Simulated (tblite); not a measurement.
Compound: C₄H₆FOSi₂ (doublet state).
Bonds: F1–C2, C2–C3 (aromatic), C3–C4 (aromatic), C4–O5 (aromatic), O5–C6 (aromatic), C6–Si7, Si7–Si8, C2–C6 (aromatic). Hydrogens: H9 on C4; H10, H11 on Si7; H12, H13, H14 on Si8.
Bond orders are those of one Lewis drawing.

Computed with GFN2-xTB (tblite), gas phase: L-BFGS steps from a force-field or distance-geometry start until the largest atomic force falls under 0.01 eV/Å.

Step 5: E = -646.0575 eV
```
atom  x, y, z in Å  |  force x, y, z in eV/Å
F1      0.5079   -2.3944   -0.6020    0.009   0.122   0.003
C2      1.2298   -1.2919   -0.3820    0.006   0.107  -0.036
C3      2.5927   -1.2060   -0.0720   -0.116  -0.049   0.016
C4      2.8875    0.1079    0.0779    0.050   0.022  -0.051
O5      1.7893    0.8509   -0.1529   -0.144  -0.030  -0.022
C6      0.7584    0.0017   -0.4356    0.037   0.036  -0.016
Si7    -0.9517    0.7304   -0.7739    0.046  -0.030  -0.011
Si8    -2.3564    0.1379    0.9601    0.088   0.043  -0.049
H9      3.8026    0.6153    0.3075   -0.036  -0.009   0.009
H10    -1.4159    0.2147   -2.0680    0.098  -0.002  -0.021
H11    -0.8031    2.1852   -0.9100    0.157  -0.083  -0.047
H12    -1.8758    0.6583    2.2366   -0.010   0.016   0.131
H13    -2.4841   -1.3051    1.0730   -0.051  -0.181   0.071
H14    -3.6820    0.6946    0.7192   -0.134   0.037   0.022
```

Step 6: E = -646.0627 eV
```
atom  x, y, z in Å  |  force x, y, z in eV/Å
F1      0.5020   -2.3902   -0.6042    0.036   0.144   0.015
C2      1.2271   -1.2887   -0.3823    0.003   0.023  -0.061
C3      2.5898   -1.2030   -0.0740   -0.104   0.021   0.051
C4      2.8845    0.1121    0.0792    0.043   0.001  -0.090
O5      1.7842    0.8551   -0.1576   -0.006  -0.072   0.036
C6      0.7573    0.0037   -0.4396    0.045   0.039   0.005
Si7    -0.9529    0.7251   -0.7682    0.046   0.028  -0.116
Si8    -2.3550    0.1373    0.9606    0.016  -0.019  -0.006
H9      3.8054    0.6132    0.3091   -0.123  -0.011  -0.011
H10    -1.4050    0.2165   -2.0690    0.070  -0.020  -0.021
H11    -0.7885    2.1762   -0.9159    0.138  -0.054  -0.026
H12    -1.8805    0.6560    2.2384    0.011   0.029   0.154
H13    -2.4873   -1.3068    1.0780   -0.042  -0.151   0.062
H14    -3.6817    0.6930    0.7234   -0.134   0.041   0.010
```

Step 7: E = -646.0673 eV
```
atom  x, y, z in Å  |  force x, y, z in eV/Å
F1      0.4973   -2.3835   -0.6060    0.004   0.074   0.005
C2      1.2242   -1.2856   -0.3839    0.032   0.048  -0.059
C3      2.5859   -1.1997   -0.0748   -0.075   0.024   0.063
C4      2.8820    0.1154    0.0784    0.016  -0.001  -0.103
O5      1.7798    0.8581   -0.1612    0.123  -0.051   0.075
C6      0.7565    0.0067   -0.4433    0.048  -0.010   0.020
Si7    -0.9528    0.7205   -0.7651    0.021   0.066  -0.164
Si8    -2.3537    0.1362    0.9610   -0.069  -0.072   0.056
H9      3.8058    0.6112    0.3105   -0.158   0.004  -0.022
H10    -1.3936    0.2176   -2.0704    0.039  -0.043  -0.040
H11    -0.7723    2.1668   -0.9218    0.119  -0.007  -0.012
H12    -1.8847    0.6544    2.2430    0.015   0.021   0.124
H13    -2.4910   -1.3111    1.0839   -0.028  -0.078   0.048
H14    -3.6839    0.6924    0.7276   -0.086   0.024   0.008
```

Problem. Estimate the geometry and energy of step 8. (The exact step hangs on the optimiser's Hessian estimate; all steps are aligned on step 7, rigid shifts and turns removed.)

Solution. E = -646.0716 eV, largest force 0.184 eV/Å
```
atom  x, y, z in Å  |  force x, y, z in eV/Å
F1      0.4926   -2.3760   -0.6077   -0.020   0.019  -0.004
C2      1.2222   -1.2811   -0.3865    0.012  -0.027  -0.055
C3      2.5810   -1.1967   -0.0741    0.019   0.016   0.067
C4      2.8798    0.1183    0.0755   -0.008  -0.037  -0.084
O5      1.7774    0.8604   -0.1633    0.168  -0.001   0.076
C6      0.7565    0.0094   -0.4465    0.020   0.032   0.027
Si7    -0.9522    0.7173   -0.7651   -0.016   0.066  -0.135
Si8    -2.3536    0.1340    0.9625   -0.123  -0.090   0.103
H9      3.8035    0.6098    0.3115   -0.128   0.035  -0.020
H10    -1.3820    0.2178   -2.0728    0.007  -0.065  -0.073
H11    -0.7544    2.1580   -0.9278    0.100   0.052  -0.004
H12    -1.8885    0.6532    2.2498    0.004  -0.001   0.059
H13    -2.4952   -1.3170    1.0905   -0.014   0.003   0.034
H14    -3.6878    0.6922    0.7318   -0.020  -0.003   0.010
```

The energy changes by -0.0043 eV. The first-order estimate −F·Δx gives -0.0061 eV and the mean of the old and new forces, exact on a quadratic surface, -0.0043 eV. The step makes an angle of 63° with the force vector and moves no atom by more than 0.021 Å.

What follows is the cost of the whole relaxation. On one thread of an Arm Neoverse V1, shared host, this took 0.24 s wall.
